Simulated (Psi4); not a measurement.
Pair of molecules, SMILES CO with SMILES FCF (the first has 6 atoms); geometry from B3LYP-D3(BJ)/def2-TZVP.
(charge 0, multiplicity 1):
```
atom    x (Å)    y (Å)    z (Å)
----  -------  -------  -------
C      0.3873  -0.5809   0.4249
O      0.2626   0.7548   0.9094
H     -0.2698  -0.7641  -0.4311
H      0.0922  -1.2381   1.2403
H      1.4182  -0.8170   0.1429
H      0.5396   1.3643   0.2184
F     -0.0116  -1.0789   3.8709
C      0.2493   0.2395   4.1332
F      1.3901   0.3054   4.8805
H     -0.5757   0.6383   4.7259
H      0.4075   0.7537   3.1865
```

These are SAPT0/jun-cc-pV(D+d)Z run with Psi4 values and carry that method's errors.

Q: Give the four SAPT terms and the total, and say what mostly holds the pair together.

A: electrostatics -5.07, exchange 3.74, induction -0.91, dispersion -1.33, total -3.58 kcal/mol; the largest attraction is electrostatics.
